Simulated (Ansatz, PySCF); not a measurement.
Stepwise substitution at one centre (Al H-Cl). All species are isolated molecules in the gas phase. Strings in code marks are SMILES.

Quantity: vertical ionisation energy (energy after one electron is removed minus that of the parent at the parent's geometry), in eV.

Level 1: frozen-core CCSD(T)/cc-pVQZ // PBE0-D3(BJ)/def2-TZVP (Ansatz, a first-principles code)
Level 2: minus the HOMO energy of HF/6-31G* // PBE0-D3(BJ)/def2-TZVP (PySCF)
Level 3: minus the HOMO energy of SVWN5/6-31G* // PBE0-D3(BJ)/def2-TZVP (PySCF)
Level 4: HF/cc-pVQZ // PBE0-D3(BJ)/def2-TZVP (Ansatz)

| species | level 2 | level 3 | level 4 |
|---|---|---|---|
| `[Cl][AlH][Cl]` | 12.61 | 8.02 | 11.60 |
| `[AlH3]` | 11.70 | 7.28 | 10.67 |

Problem. What does level 1 give for each?

Solution. 
- `[Cl][AlH][Cl]`: 12.03
- `[AlH3]`: 11.44
